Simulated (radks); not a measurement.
Q: These are the eigenvalues of the occupied orbitals of an atom or ion with whole-number occupations (hartree). Calculated with a radial shooting solver on a logarithmic mesh with Libxc functionals: Dirac Kohn-Sham, PBEsol, spin-unpolarised, spherical densities, finite nucleus; Fermi nuclear charge, rms radius of each element as measured or else 0.836 A^(1/3) + 0.57 fm.

1s1/2: -1142.101
2s1/2: -198.2816
2p1/2: -187.5667
2p3/2: -178.2729
3s1/2: -60.08202
3p1/2: -55.73850
3p3/2: -53.91623
3d3/2: -46.39232
3d5/2: -46.00111

Which element is it, and in what charge state? The configuration may be excited. Open shells, if any, are shared by 2j + 1.

A: Z = 51, antimony, charge +24: Sb24+ in [Ar] 3d9. The list shows which subshells hold electrons but not how many an open one holds; the 1s level, -1142.1 hartree, gives Z - s = 47.8 by -(Z - s)^2/2, which with screening and relativity narrows Z to a few neighbours, and the depths of the outer levels then fix element, charge and occupations together.
